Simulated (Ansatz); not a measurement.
Program: Ansatz. Geometries: PBE0-D4/def2-TZVP. ΔE: electronic, gas phase. CCSD(T)/CBS is the MP2 limit (def2-TZVPP, def2-QZVPP) plus CCSD(T) − MP2 in def2-TZVPP, frozen cores. Functionals use def2-TZVPP. For Ge, Se outer-core shells are correlated without core-valence functions, which leaves a few kJ/mol of doubt a bond. Scalar relativity is left out up to krypton. Each species was taken in one conformer, which may not be the lowest.

`F[SiH](F)[O][GeH3]` + H₂Se → `[GeH3][SeH]` + `O[SiH](F)F`  (ligand exchange at a Ge–O bond)

```csv
species,BLYP-D4 energy (Eh)
`F[SiH](F)[O][GeH3]`,-2644.18909
H₂Se,-2402.78445
`[GeH3][SeH]`,-4481.06454
`O[SiH](F)F`,-565.91418
```

(1) Work out ΔE.

Largest T1 diagnostic among the species: 0.012.

Answers

(1) ΔE = (-4481.06454) + (-565.91418) − (-2644.18909) − (-2402.78445) = -0.00518 Eh = -0.14 eV. CCSD(T)/CBS gives -0.17 eV.

Leaving LDA and LC-ωPBE aside and taking each functional with its dispersion term where it has one, the values, not all of them listed here, spread over 0.17 eV, from PBE-D4 to CAM-B3LYP-D4. In def2-TZVPP, CCSD(T) changes the Hartree–Fock value by −0.08 eV (the triples alone add −0.01 eV) and MP2 by −0.12 eV.
